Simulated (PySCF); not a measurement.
**Gas-phase XPS of `CCC[SiH2]P([SiH3])[SiH3]`, computed**

Compound: C3H15PSi3.
Bonds: C1–C2, C2–C3, C3–Si4, Si4–P5, P5–Si6, P5–Si7. Hydrogens: H8, H9, H10 on C1; H11, H12 on C2; H13, H14 on C3; H15, H16 on Si4; H17, H18, H19 on Si6; H20, H21, H22 on Si7.

Level of theory: PySCF 2.14.0, delta-SCF UKS SCAN, pcX-2 on the ionised atom, pcseg-1 elsewhere, spin-free X2C. These are vertical core ionisation energies against the vacuum level, from separate self-consistent calculations with and without the core hole.

Problem. Give the core binding energies atom by atom.

Solution. 
```tsv
atom(s)	bonded to	level	binding energy (eV)	2p1/2 (eV)	above the level's lowest (eV)	count
Si4	C, 2 H and P	Si 2p3/2	106.29	106.91	0.00	1
Si6/Si7	3 H and P	Si 2p3/2	106.57	107.20	+0.28	2
P5	3 Si	P 2p3/2	135.26	136.15	0.00	1
C3	C, 2 H and Si	C 1s	290.08	–	0.00	1
C1	C and 3 H	C 1s	290.58	–	+0.50	1
C2	2 C and 2 H	C 1s	290.66	–	+0.58	1
Si4	C, 2 H and P	Si 1s	1846.08	–	0.00	1
Si6/Si7	3 H and P	Si 1s	1846.34	–	+0.26	2
P5	3 Si	P 1s	2148.72	–	0.00	1
```

The listed C 1s values span 0.58 eV, from C3 (bonded to C, 2 H and Si) to C2 (bonded to 2 C and 2 H). Summing the Pauling electronegativity differences to the bonded atoms, each weighted by its formal bond order, gives -1.35 for the lowest site and -0.70 for the highest; no listed site has a larger sum than the highest.

Lowest listed Si 1s: Si4, bonded to C, 2 H and P. Highest, 0.26 eV above it: Si6/Si7, bonded to 3 H and P.

The listed Si 2p3/2 values span 0.28 eV, from Si4 (bonded to C, 2 H and P) to Si6/Si7 (bonded to 3 H and P). Summing the Pauling electronegativity differences to the bonded atoms, each weighted by its formal bond order, gives +1.54 for the lowest site and +1.19 for the highest; the largest sum, +1.54, belongs to Si4, 0.28 eV below the top. The smallest sum, +1.19, belongs to Si6/Si7, 0.28 eV above the lowest.

Problem. Give the binding energy of P 1s of P5 in hartree and in kJ/mol.

Solution. 2148.72 eV = 78.9640 Eh = 207320 kJ/mol.

One atom of each set of topologically equivalent atoms was ionised and stands for the set; in this conformer not all members are related by symmetry, and their own values weren't computed. Spin–orbit coupling isn't in the SCF: each 2p doublet comes from a relaxed spin-free hole plus a matrix of the shell (mean-field spin–orbit coupling and the ground-state 2p splitting), with 2p3/2 averaged over its two sublevels. 2p1/2 minus 2p3/2 (ligand field included): Si 0.62 eV, P 0.89 eV. The structure is a single PBE0-D3(BJ)/def2-SVP conformer in the gas phase; no vibrational or solvent corrections.

The values belong to the conformer `[CH3:1][CH2:2][CH2:3][SiH2:4][P:5]([SiH3:6])[SiH3:7]`: C1–C2–C3–Si4 -63°, C2–C3–Si4–P5 -167°, C3–Si4–P5–Si6 -165°.
